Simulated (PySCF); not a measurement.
C3H6BFO, SMILES FCB1CCO1. Coordinates come from a PBE-D3(BJ)/def2-SVP optimisation. This is a generated structure with no PubChem entry under its InChIKey; it may be hypothetical. Other conformers were not sampled.

Computed equilibrium geometry at PBE-D3(BJ)/def2-SVP (PySCF confirms it by a frequency run) as a Z-matrix, and its point group (one conformer of several):
point group Cs.
```
B
O 1 1.3812
C 2 1.4696 1 90.05
H 3 1.1101 2 110.01 1 119.83
H 3 1.1101 4 109.20 2 -120.84
C 3 1.5441 4 116.21 5 -133.85
H 6 1.1072 3 115.77 4 129.90
H 6 1.1072 7 108.87 3 132.47
C 1 1.5749 2 124.82 3 180.00
F 9 1.3945 1 112.08 2 180.00
H 9 1.1173 10 109.20 1 122.52
H 9 1.1173 11 105.55 10 -117.28
```
Charge 0, spin multiplicity 1.
